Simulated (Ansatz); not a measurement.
Q: Name a neutral molecule of C, F, Ge, O, S and H with size of the dipole moment (PBE/def2-TZVPP) between 1.45 and 1.75 D and LUMO energy (PBE0/def2-TZVPP) between -1.05 and -0.75 eV (Ansatz, PBE0-D4/def2-TZVP geometry).

A: `[F][GeH]1[O]C[S]1` (1.71 D, -0.87 eV). Other molecules can fit too; these were computed, each in one conformer that needn't be the lowest.
